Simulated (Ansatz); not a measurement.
Relaxation of C₂H₅MgO (9 atoms, charge 1, multiplicity 1), to a largest force component of 0.015 eV/Å in at most 40 steps.

Method: RKS PBE0/def2-SVP (Ansatz 0.2.0).

```xyz
9
Properties=species:S:1:pos:R:3
C -0.133 0.542 -1.089
C 0.805 -0.400 -0.855
Mg -0.909 -0.732 0.775
O -0.525 0.086 2.223
H -0.838 0.437 -1.915
H -0.069 1.515 -0.601
H 1.633 -0.193 -0.178
H 0.878 -1.286 -1.488
H 0.093 0.782 2.456
```

Problem. Where does it end, and by what steps?

Solution. The run converged. The force dipped under the threshold on the way, but the program's further checks kept it going. Limits of this set-up: the dipole of an ion depends on the origin. After 14 steps the energy has fallen by 0.523 eV; H9 moved furthest, 1.59 Å.

```json
{"step": "0", "energy less start (eV)": "0.0000", "largest force component (eV/Å)": "1.218", "accepted": "yes"}
{"step": "1", "energy less start (eV)": "-0.0976", "largest force component (eV/Å)": "0.743", "accepted": "yes"}
{"step": "2", "energy less start (eV)": "-0.2474", "largest force component (eV/Å)": "0.368", "accepted": "yes"}
{"step": "3", "energy less start (eV)": "-0.2911", "largest force component (eV/Å)": "0.234", "accepted": "yes"}
{"step": "4", "energy less start (eV)": "-0.3387", "largest force component (eV/Å)": "0.283", "accepted": "yes"}
{"step": "5", "energy less start (eV)": "-0.3905", "largest force component (eV/Å)": "0.187", "accepted": "yes"}
{"step": "6", "energy less start (eV)": "-0.4349", "largest force component (eV/Å)": "0.170", "accepted": "yes"}
{"step": "7", "energy less start (eV)": "-0.4764", "largest force component (eV/Å)": "0.406", "accepted": "yes"}
{"step": "8", "energy less start (eV)": "-0.5047", "largest force component (eV/Å)": "0.727", "accepted": "yes"}
{"step": "9", "energy less start (eV)": "-0.5216", "largest force component (eV/Å)": "0.077", "accepted": "yes"}
{"step": "10", "energy less start (eV)": "-0.5231", "largest force component (eV/Å)": "0.004", "accepted": "yes"}
{"step": "11", "energy less start (eV)": "-0.5231", "largest force component (eV/Å)": "0.103", "accepted": "no"}
{"step": "12", "energy less start (eV)": "-0.5232", "largest force component (eV/Å)": "0.032", "accepted": "yes"}
{"step": "13", "energy less start (eV)": "-0.5231", "largest force component (eV/Å)": "0.023", "accepted": "no"}
{"step": "14", "energy less start (eV)": "-0.5232", "largest force component (eV/Å)": "0.001", "accepted": "yes"}
```

```xyz
9
Properties=species:S:1:pos:R:3
C -0.057 0.536 -1.415
C 0.878 -0.410 -1.163
Mg -0.172 0.095 0.996
O -0.588 0.131 2.671
H -1.075 0.266 -1.728
H 0.197 1.606 -1.415
H 1.922 -0.141 -0.951
H 0.650 -1.481 -1.263
H -0.819 0.148 3.597
```

Whether the end is a true minimum wasn't checked by a vibrational analysis.

Time of the run: 32 s on 1 CPU thread of a shared host.
